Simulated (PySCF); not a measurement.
Chain-length series, n-germane mercapto/mercapto (end groups after the name). Isolated molecules, 0 K electronic values unless said otherwise. One relaxed conformer stands for each flexible species; it need not be the lowest. Strings in code marks are SMILES.

The numbers are results of B3LYP-D3(BJ)/def2-TZVP // B3LYP-D3(BJ)/def2-SVP in PySCF 2.14.0, not measurements. B3LYP has the VWN-RPA correlation part, as in Gaussian. Excitations are Tamm–Dancoff values on a coarser integration grid. The basis has no diffuse functions, so Rydberg states are missing or too high.

```csv
species,T1 excitation (TDA) (eV),S1 oscillator strength,S1 excitation (TDA) (eV),LUMO (eV),brightest of the four lowest singlets (TDA) (eV)
"n = 1 (`[SH][GeH2][SH]` (H–S–Ge–S torsion -140°, S–Ge–S–H torsion -140°))",4.80,0.016,5.27,-0.77,–
n = 2 (`[SH][GeH2][GeH2][SH]`),(withheld),0.111,4.83,-1.16,4.83
n = 3 (`[SH][GeH2][GeH2][GeH2][SH]`),4.06,0.202,4.59,(withheld),4.59
n = 4 (`[SH][GeH2][GeH2][GeH2][GeH2][SH]`),4.04,(withheld),4.60,(withheld),4.60
n = 5 (`[SH][GeH2][GeH2][GeH2][GeH2][GeH2][SH]`),4.13,0.394,(withheld),-1.55,5.48
n = 6 (`[SH][GeH2][GeH2][GeH2][GeH2][GeH2][GeH2][SH]`),(withheld),(withheld),4.48,-1.68,5.34
```

Task: What belongs in the gaps?

Result: 
- n = 2 (`[SH][GeH2][GeH2][SH]`), T1 excitation (TDA) (eV): 4.25
- n = 3 (`[SH][GeH2][GeH2][GeH2][SH]`), LUMO (eV): -1.45
- n = 4 (`[SH][GeH2][GeH2][GeH2][GeH2][SH]`), S1 oscillator strength: 0.418
- n = 4 (`[SH][GeH2][GeH2][GeH2][GeH2][SH]`), LUMO (eV): -1.52
- n = 5 (`[SH][GeH2][GeH2][GeH2][GeH2][GeH2][SH]`), S1 excitation (TDA) (eV): 4.65
- n = 6 (`[SH][GeH2][GeH2][GeH2][GeH2][GeH2][GeH2][SH]`), T1 excitation (TDA) (eV): 3.95
- n = 6 (`[SH][GeH2][GeH2][GeH2][GeH2][GeH2][GeH2][SH]`), S1 oscillator strength: 0.957
